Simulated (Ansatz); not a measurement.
Molecule: CH$_{3}$Se, net charge 0, doublet state. It need not be the lowest isomer of its formula. 
Coordinates optimised at B3LYP-D3(BJ)/def2-TZVP (Ansatz, an electronic-structure program):
```xyz
5

C      0.7415    -1.2865    -0.3234
Se    -0.2139     0.3661     0.0914
H      1.7858    -1.1116    -0.0572
H      0.6798    -1.5062    -1.3862
H      0.3576    -2.1092     0.2745
```
Charge 0, spin multiplicity 2.

Basis-set convergence of Hartree-Fock and CCSD correlation energies (hartree) with Ansatz. Cores are frozen in the correlated levels unless marked. UHF or UKS for open shells. Spin-orbit coupling is left out. Frozen are the shells of the preceding noble gas and the d and f shells that filled before the atom's block. Non-relativistic.

```csv
basis,functions,E(HF),"E(corr, CCSD)"
def2-SVP,61,-2439.11496,-0.27407
def2-TZVPP,121,…,…
```

What belongs in the gaps?


- def2-TZVPP, E(HF): -2439.45884
- def2-TZVPP, E(corr, CCSD): -0.33880
